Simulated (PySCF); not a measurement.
## Ir⁺ (iridium, charge +1): M06-L calculation

Configuration: [Xe] 4f14 5d7 6s1, high-spin 5F determinant. Computed with PySCF 2.14 in x2c-TZVPPall (11s7p7d3f1g, 97 functions), with the spin-free X2C one-electron Hamiltonian (Gaussian nucleus).

```
Total energy                        : -17828.64 hartree
One-electron energy                 : -24419.26 hartree
Hartree (Coulomb) energy            : 6942.86 hartree
Exchange-correlation energy         : -352.24 hartree
⟨S²⟩                                : 6.0035
⟨L²⟩                                : 12.019
Sum of ⟨r⟩                          : 42.77 bohr
Sum of ⟨r²⟩                         : 52.14 bohr²
Langevin diamagnetic susceptibility : -41.3 ×10⁻⁶ cm³/mol
Time after the integrals            : roughly 13 core-seconds
```

| shell | electrons | mean orbital energy (eV) | spread (eV) | rms radius, mean of both spins (bohr) |
| --- | --- | --- | --- | --- |
| 1s α | 1 | -75953.5 | 0 | 0.0197 |
| 1s β | 1 | -75953.5 | 0 | 0.0197 |
| 2s α | 1 | -13326.1 | 0 | 0.0796 |
| 2s β | 1 | -13325.8 | 0 | 0.0796 |
| 2p α | 3 | -11617.5 | 0 | 0.0727 |
| 2p β | 3 | -11617.3 | 0 | 0.0727 |
| 3s α | 1 | -3139.0 | 0 | 0.203 |
| 3s β | 1 | -3138.9 | 0 | 0.203 |
| 3p α | 3 | -2633.5 | 0 | 0.205 |
| 3p β | 3 | -2633.4 | 0 | 0.205 |
| 3d α | 5 | -2056.0 | 0.093 | 0.188 |
| 3d β | 5 | -2055.8 | 0.062 | 0.188 |
| 4s α | 1 | -684.09 | 0 | 0.449 |
| 4s β | 1 | -683.91 | 0 | 0.449 |
| 4p α | 3 | -516.41 | 0 | 0.479 |
| 4p β | 3 | -516.28 | 0 | 0.479 |
| 4d α | 5 | -304.17 | 0.247 | 0.514 |
| 4d β | 5 | -304.02 | 0.182 | 0.514 |
| 5s α | 1 | -108.23 | 0 | 1.04 |
| 5s β | 1 | -106.01 | 0 | 1.04 |
| 4f α | 7 | -71.878 | 0.350 | 0.592 |
| 4f β | 7 | -71.543 | 0.124 | 0.592 |
| 5p α | 3 | -65.510 | 0 | 1.21 |
| 5p β | 3 | -62.613 | 0.001 | 1.21 |
| 5d α | 5 | -16.487 | 0.718 | 1.82 |
| 5d β | 2 | -14.679 | 0 | 1.82 |
| 6s α | 1 | -14.034 | 0 | 2.84 |

Spin-orbit coupling, absent here, splits the open shell strongly.

Densities and radii are taken from the X2C orbitals without a picture-change correction, which distorts them close to the nucleus.
